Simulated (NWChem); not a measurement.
# CH4BCl; SMILES CBCl

Program: NWChem. Geometry: optimised at PBE0/def2-SVP. LC-ωPBE (HJS hole) with def2-SVP; x = 1 − exp(−ω/0.25 bohr⁻¹) is a scale chosen for this fit.

| row | x | −ε(HOMO) (eV) |
|---|---|---|
| ω = 0.15 | 0.451 | 9.00 |
| ω = 0.25 | 0.632 | 10.07 |
| ω = 0.35 | 0.753 | withheld |
| ω = 0.60 | 0.909 | 11.93 |
| ω = 0.80 | 0.959 | 12.32 |

### Question
Fit a straight line of the last column on the one before it, predict the withheld value, and compare with the run.

### Answer

1. Means of the 4 shown rows: x = 0.7378, y = 10.830. Slope Σ(x − x̄)(y − ȳ)/Σ(x − x̄)² = 1.123/0.1717 = 6.542; intercept 6.004.
2. The shown rows scatter about the line by 0.047 (root mean square); the largest residual is -0.07, at ω = 0.25.
3. At x = 0.753 (ω = 0.35; inside the shown range) the line gives 10.93.
4. The run gives 10.84, -0.09 from the line, 1.9 times the scatter.
